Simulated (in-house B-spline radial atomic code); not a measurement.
## RPA and G0W0 on BHandHLYP: Cs V (Cs4+)

Configuration [Kr] 4d10 5s2 5p3, highest spin, mean-field start BHandHLYP. Computed with an all-electron radial atomic-structure program (B-spline basis): all electrons, scalar-relativistic (spin-free one-electron X2C), finite nucleus, each spin shell either full or empty, empty states to l = 9 with an (l + 1/2)⁻⁴ tail; G0W0 by contour deformation at full frequency.

Spin-orbit coupling, left out, splits p levels strongly here.

Command:
```bash
python run_gw.py task.json out
```
Settings (radii: box in bohr, nucleus in fm):
```
Z                        55
electrons                51
configuration            [Kr] 4d10 5s2 5p3
hamiltonian              x2c
method                   bhandhlyp
lmax                     9
rms_radius               4.8041
spin_polarised           True
box_radius               11.96
intervals                67
```

Run time, properties included: 8 s on 1 thread of Arm Neoverse N1, on a shared host.

Energies (hartree):

| term | value |
| --- | --- |
| mean-field total | -7782.34181 |
| Hartree-Fock functional on these orbitals | -7779.41589 |
| direct second order | -4.4277 |
| second-order exchange | 1.2185 |
| SOSEX correction | 1.1467 |

What is the RPA correlation energy, and what remains with SOSEX?

RPA gives -3.9442 hartree (-2.1 eV per electron); RPA + SOSEX gives -2.7975, and the second-order doubles -3.2092 hartree (no singles). SOSEX takes back 29 % of the RPA value.

Quasi-particle levels (eV):

```json
{"level": "5p up", "occupied": "yes", "mean field": "-55.17", "Σx - vxc": "-2.62", "Σc": "?", "QP weight": "?", "G0W0": "?"}
{"level": "5s down", "occupied": "yes", "mean field": "-66.75", "Σx - vxc": "-0.60", "Σc": "-2.76", "QP weight": "0.960", "G0W0": "-70.11"}
{"level": "4d down", "occupied": "yes", "mean field": "-124.25", "Σx - vxc": "-6.04", "Σc": "1.43", "QP weight": "0.928", "G0W0": "-128.87"}
{"level": "5p down", "occupied": "no", "mean field": "-46.43", "Σx - vxc": "4.60", "Σc": "-2.46", "QP weight": "0.958", "G0W0": "-44.30"}
```

G0W0 = mean field + (Σx - vxc) + Σc, with Σc (partial-wave tail included) taken at the quasi-particle energy. Only the outer levels were computed. Levels of low weight are left out.

Where does G0W0 put 5p up?

At -58.54 eV, with Σc = -0.75 eV and a quasi-particle weight of 0.959. The tabulated removal energy is 56 ± 1.9 eV (NIST, tabulated theory); the calculation leaves out spin-orbit coupling, Breit and QED terms, and what these don't explain is the method's own error.
